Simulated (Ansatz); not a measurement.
Spin gap between two states, R1 and P1; the higher of the two is an excited state, each structure at its B3LYP-D3(BJ)/def2-TZVP stationary point, reached from a drawn start (curvature not checked).
P1, O2 (SMILES O=O) (charge 0, multiplicity 1, Z-matrix in Å and degrees):
```
O
O 1 1.2042
```
R1, O2 (SMILES O=O) (charge 0, multiplicity 3, Z-matrix in Å and degrees):
```
O
O 1 1.2043
```

P less R. No zero-point or thermal terms; singlets are restricted closed shells; open shells are unrestricted; no spin–orbit coupling.

Correlated levels freeze the cores. CBS: X⁻³ extrapolation of the correlation energy, Hartree–Fock from the larger set.

Codes used: Ansatz (a quantum-chemistry and plane-wave program). Each number belongs to the level named beside it.

The comparison value is 122.8 kJ/mol (CCSD(T)/CBS(cc-pVTZ, cc-pVQZ)). It is a level with limits of its own, not the exact answer.

Question: Order these levels by how close they come to the comparison value for the spin gap, closest first: PBE/def2-TZVPP, PBE0/def2-TZVPP, r2SCAN/def2-TZVPP, HF/cc-pVDZ, BHLYP/def2-TZVPP. Give each level's value less the comparison value.

Answer: PBE/def2-TZVPP (36.2 kJ/mol), PBE0/def2-TZVPP (48.8 kJ/mol), BHLYP/def2-TZVPP (55.7 kJ/mol), r2SCAN/def2-TZVPP (64.0 kJ/mol), HF/cc-pVDZ (99.9 kJ/mol)
